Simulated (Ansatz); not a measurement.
One change: `CBCBC` becomes `CB[CH2][AlH2]`.

Ansatz, PBE0-D4/def2-TZVP geometries, multiplicity 1. Each molecule was computed in one conformer, which needn't be the lowest.

```
                                                                                  property  `CBCBC`
                                                      HOMO–LUMO gap (PBE0/def2-TZVPP) / eV     6.98
                                            zero-point energy (PBE0-D4/def2-TZVP) / kJ/mol    326.8
                                                         LUMO energy (PBE/def2-TZVPP) / eV    -2.40
ideal-gas entropy at 298 K and 1 bar (rigid rotor, harmonic PBE0-D4/def2-TZVP) / J/(mol·K)      381
                                                       HOMO–LUMO gap (PBE/def2-TZVPP) / eV     4.67
                                                     LUMO energy (ωB97M-V/def2-TZVPP) / eV     0.53
```

Q: What does the change do to each property? (An estimate is asked.)

A: The calculation gave: 
| property | `CB[CH2][AlH2]` | shift |
| --- | --- | --- |
| HOMO–LUMO gap (PBE0/def2-TZVPP) / eV | 6.29 | -0.69 |
| zero-point energy (PBE0-D4/def2-TZVP) / kJ/mol | 232.3 | -94.5 |
| LUMO energy (PBE/def2-TZVPP) / eV | -2.59 | -0.19 |
| ideal-gas entropy at 298 K and 1 bar (rigid rotor, harmonic PBE0-D4/def2-TZVP) / J/(mol·K) | 349 | -32 |
| HOMO–LUMO gap (PBE/def2-TZVPP) / eV | 4.30 | -0.37 |
| LUMO energy (ωB97M-V/def2-TZVPP) / eV | -0.12 | -0.65 |

With PBE0 the HOMO rises by 0.34 eV and the LUMO falls by 0.35 eV, so the gap narrows by about 0.69 eV. PBE moves the HOMO by 0.19 eV and ωB97M-V by 0.45 eV. The zero-point energy changes by -94.5 kJ/mol with -9 modes. Modes under 60 cm⁻¹, often nearly free rotors, make the harmonic entropy too high.

Positive LUMOs are unbound, so they and the gaps depend on the basis.
